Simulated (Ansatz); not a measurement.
Cost and result for the atomization energy of `O[Si](O)(F)[SiH2]` radical (9 atoms, 8 bonds).

```xyz
9

O    -1.0074   -0.5088   -1.4181
Si    0.1147    0.1667   -0.4394
O     1.5931   -0.2632   -0.9556
F    -0.0771    1.7535   -0.5585
Si   -0.0579   -0.5374    1.7631
H    -1.8520   -0.0643   -1.5071
H     1.7906   -0.1973   -1.8924
H     0.9313    0.0620    2.6969
H    -1.4354   -0.4111    2.3111
```

Total charge 0; spin multiplicity 2. The structure was optimised at the PBE0-D4/def2-TZVP level. It is one conformer, not always the lowest. Program: Ansatz. Hardware: A = 2 threads of an AMD EPYC 7R13 on a shared host; B = 2 threads of an AMD EPYC 7R13 on a shared host and a share of an NVIDIA H100 80 GB. Times are those of one run each, without the atoms' runs, and a repeat can differ threefold. Electronic energies, without spin–orbit coupling; frozen cores. CCSD(T)/CBS adds CCSD(T) − MP2 in def2-TZVPP to the MP2 limit, and its time is that of the two runs behind it. T1 = 0.014; ⟨S²⟩ of the reference is 0.76. B3LYP takes the VWN-RPA correlation (the form of Gaussian; ORCA's B3LYP/G).

CCSD(T)/CBS is a level of theory with its own doubt, some kJ/mol a heavy atom from the limit and from the frozen cores, so smaller differences don't rank the functionals.

| level | functions | wall time |
| --- | --- | --- |
| PBE-D4/def2-TZVPP (with forces) [A] | 233 | 5.5 s |
| PBE0-D4/def2-TZVPP [A] | 233 | 7.5 s |
| MP2/def2-QZVPP [B] | 431 | 7.5 s |
| B3LYP-D4/def2-TZVPP (with forces) [A] | 233 | 9 s |
| r2SCAN-D4/def2-TZVPP (with forces) [A] | 233 | 10 s |
| B2PLYP/def2-TZVPP [A] | 233 | 11 s |
| CCSD(T)/def2-TZVPP [B] | 233 | 15 s |
| ωB97X-V/def2-TZVPP [A] | 233 | 17 s |
| CCSD(T)/CBS(def2) | – | 22 s |
| ωB97M-V/def2-TZVPP (with forces) [A] | 233 | 23 s |

(1) What atomization energy does each give, and how far from CCSD(T)/CBS? (Estimate.)

Answers

(1) The calculation gave: 
```csv
level,atomization (kJ/mol),difference from CCSD(T)/CBS,per bond
PBE-D4/def2-TZVPP (with forces) [A],3320.9,11.0,1.4
PBE0-D4/def2-TZVPP [A],3247.6,-62.3,-7.8
MP2/def2-QZVPP [B],3355.4,45.5,5.7
B3LYP-D4/def2-TZVPP (with forces) [A],3270.0,-39.9,-5.0
r2SCAN-D4/def2-TZVPP (with forces) [A],3307.4,-2.5,-0.3
B2PLYP/def2-TZVPP [A],3245.7,-64.2,-8.0
CCSD(T)/def2-TZVPP [B],3200.9,-109.0,-13.6
ωB97X-V/def2-TZVPP [A],3300.7,-9.2,-1.1
CCSD(T)/CBS(def2),3309.9,0.0,0.0
ωB97M-V/def2-TZVPP (with forces) [A],3290.6,-19.3,-2.4
```

In def2-TZVPP, CCSD(T) changes the Hartree–Fock value by +834.1 kJ/mol (the triples alone add +48.8 kJ/mol) and MP2 by +922.4 kJ/mol; breaking electron pairs costs correlation energy, which Hartree–Fock lacks. The D4 term adds +34.0 kJ/mol with B3LYP and +17.7 kJ/mol with PBE0; it sums over pairs of atoms, weighted by their polarisabilities, and B3LYP, whose exchange is more repulsive, gets the larger term. From PBE to PBE0 (25 % exact exchange), in def2-TZVPP and without D4, the atomization energy moves by −70.1 kJ/mol: exact exchange takes away binding that semilocal exchange gives to molecules.
